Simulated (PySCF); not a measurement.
# Electron correlation in Si⁺ (silicon, charge +1)

[Ne] 3s2 3p1, 2P determinant. Calculation: PySCF 2.14, in dyall-av3z (19s12p3d2f, 84 functions); the non-relativistic Hamiltonian (point nucleus). Frozen: [Ne]; 3 electrons correlated; the 23 highest virtual orbitals of each spin left out.

```tsv
level	correlation energy (mhartree)
CCSD	-59.15
(T)	-1.11
CCSD(T)	-60.26
```

Diagnostics: T1 = 0.014, D1 = 0.0320, largest double amplitude 0.105.

Cost of the coupled-cluster step: about 4 core-seconds, for 3 correlated electrons.

Iterations:

```
CC2 = 0
CCSD nocc = (np.int64(2), np.int64(1)), nmo = (56, 56)
frozen orbitals [[0, 1, 2, 3, 4, 61, 62, 63, 64, 65, 66, 67, 68, 69, 70, 71, 72, 73, 74, 75, 76, 77, 78, 79, 80, 81, 82, 83], [0, 1, 2, 3, 4, 61, 62, 63, 64, 65, 66, 67, 68, 69, 70, 71, 72, 73, 74, 75, 76, 77, 78, 79, 80, 81, 82, 83]]
max_cycle = 100
direct = 0
conv_tol = 1e-08
conv_tol_normt = 1e-06
diis_space = 8
diis_start_cycle = 0
Init t2, MP2 energy = -0.0422088831070777
Init E_corr(UCCSD) = -0.0422088831072858
cycle = 1  E_corr(UCCSD) = -0.0526534177793181  dE = -0.0104445347  norm(t1,t2) = 0.0544377
cycle = 2  E_corr(UCCSD) = -0.0563038812823301  dE = -0.0036504635  norm(t1,t2) = 0.0242553
cycle = 3  E_corr(UCCSD) = -0.0591451791106434  dE = -0.00284129783  norm(t1,t2) = 0.0118211
cycle = 4  E_corr(UCCSD) = -0.0591276940085136  dE = 1.74851021e-05  norm(t1,t2) = 0.0015959
cycle = 5  E_corr(UCCSD) = -0.0591553557669433  dE = -2.76617584e-05  norm(t1,t2) = 0.00022722
cycle = 6  E_corr(UCCSD) = -0.0591464971347951  dE = 8.85863215e-06  norm(t1,t2) = 4.2822e-05
cycle = 7  E_corr(UCCSD) = -0.0591497286500142  dE = -3.23151522e-06  norm(t1,t2) = 1.30337e-05
cycle = 8  E_corr(UCCSD) = -0.0591489967669156  dE = 7.31883099e-07  norm(t1,t2) = 3.84105e-06
cycle = 9  E_corr(UCCSD) = -0.0591489366440127  dE = 6.01229029e-08  norm(t1,t2) = 5.49368e-07
cycle = 10  E_corr(UCCSD) = -0.059148975364351  dE = -3.87203383e-08  norm(t1,t2) = 1.8021e-07
cycle = 11  E_corr(UCCSD) = -0.0591489752823202  dE = 8.20308335e-11  norm(t1,t2) = 3.36038e-08
UCCSD converged
E(UCCSD) = -288.6370224030126  E_corr = -0.05914897528232019
UCCSD(T) correction = -0.00111290234987054
```
